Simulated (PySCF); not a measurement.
A structure optimised at PBE0-D3(BJ)/def2-SVP, used in a PySCF frequency run:

```xyz
9

Ti     0.0000     0.0000     0.0836
Cl     1.7918     1.0345     0.7727
Cl     0.0000    -2.0690     0.7727
Cl    -1.7918     1.0345     0.7727
O      0.0000     0.0000    -1.6250
C      0.0000     0.0000    -3.0149
H     -0.8979     0.5184    -3.3863
H      0.8979     0.5184    -3.3863
H      0.0000    -1.0369    -3.3863
```

Question: Write its SMILES, formula and point group.

Answer: C[O][Ti]([Cl])([Cl])[Cl], CH₃Cl₃OTi, C3v

Question: What are its rotational constants (standard atomic weights)?

Answer: 1.1023, 1.0569, 1.0569 GHz
